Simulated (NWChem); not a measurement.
System meant: C2H6In, doublet; SMILES [In]([CH3])[CH3]

Here is an NWChem input.

```
start job
memory heap 200 mb stack 900 mb global 1100 mb
geometry units angstroms noautoz
  In     0.272463     0.000215    -0.023181
  C     -0.872310     1.892530     0.048647
  H     -1.544658     1.931604    -0.823401
  H     -0.215180     2.772177     0.043211
  H     -1.484569     1.898784     0.964748
  C     -0.873220    -1.892751    -0.050088
  H     -1.544472    -1.886572    -0.923855
  H     -1.486658    -1.945857     0.863718
  H     -0.216449    -2.771287    -0.100023
end
basis spherical
  In library def2-svp
  C library def2-svp
  H library def2-svp
end
ecp
  In library def2-ecp
end
dft
  odft
  mult 2
  xc xpbe96 cpbe96
  iterations 4
  mulliken
end
task dft energy
```

End of the output:

```
     --------------------------
     Expectation value of S2:
     --------------------------
      <S2> =      0.7514 (Exact =     0.7500)

 center of mass
 --------------
 x =   0.15175114 y =  -0.00005200 z =   0.00000000

 moments of inertia (a.u.)
 ------------------
         426.943567809947           0.000000012301           0.000000000000
           0.000000012301         544.243722941297          -0.000000000000
           0.000000000000          -0.000000000000         140.349605127216

     Multipole analysis of the density
     ---------------------------------

     L   x y z        total         alpha         beta         nuclear
     -   - - -        -----         -----         ----         -------
     0   0 0 0     -0.000000    -20.000000    -19.000000     39.000000

     1   1 0 0     -0.188863      7.940944      9.144715    -17.274522
     1   0 1 0      0.000120     -0.001536     -0.000469      0.002125
     1   0 0 1      0.000000     -0.000000      0.000000      0.000000

     2   2 0 0    -29.532459    -52.186486    -44.784319     67.438346
     2   1 1 0     -0.003862     -0.004729      0.001586     -0.000719
     2   1 0 1     -0.000000     -0.000000     -0.000000      0.000000
     2   0 2 0    -26.431549    -20.062579    -17.804214     11.435244
     2   0 1 1     -0.000000     -0.000000     -0.000000     -0.000000
     2   0 0 2    -29.877436   -148.218870   -142.630427    260.971862

 ------------------------------------------------------------------------
 dft energy failed                                                                                  0
 ------------------------------------------------------------------------
 ------------------------------------------------------------------------
  current input line :
    29: task dft energy
 ------------------------------------------------------------------------
 ------------------------------------------------------------------------
 This type of error is most commonly associated with calculations not reaching convergence criteria
 ------------------------------------------------------------------------
 For more information see the NWChem manual at https://nwchemgit.github.io

0:dft energy failed:Received an Error in Communication
```

Problem. Can this run be used? If not, why, and what is the fix?

Solution. Convergence was not reached. Cause: the SCF was allowed too few iterations. This input runs:
```
start job
memory heap 200 mb stack 900 mb global 1100 mb
geometry units angstroms noautoz
  In     0.272463     0.000215    -0.023181
  C     -0.872310     1.892530     0.048647
  H     -1.544658     1.931604    -0.823401
  H     -0.215180     2.772177     0.043211
  H     -1.484569     1.898784     0.964748
  C     -0.873220    -1.892751    -0.050088
  H     -1.544472    -1.886572    -0.923855
  H     -1.486658    -1.945857     0.863718
  H     -0.216449    -2.771287    -0.100023
end
basis spherical
  * library def2-svp
end
ecp
  In library def2-ecp
end
dft
  odft
  mult 2
  xc xpbe96 cpbe96
  iterations 150
  mulliken
end
task dft energy
```
It converges to -269.72874 Ha (PBE/def2-SVP with def2 effective core potentials on In, spin-unrestricted).
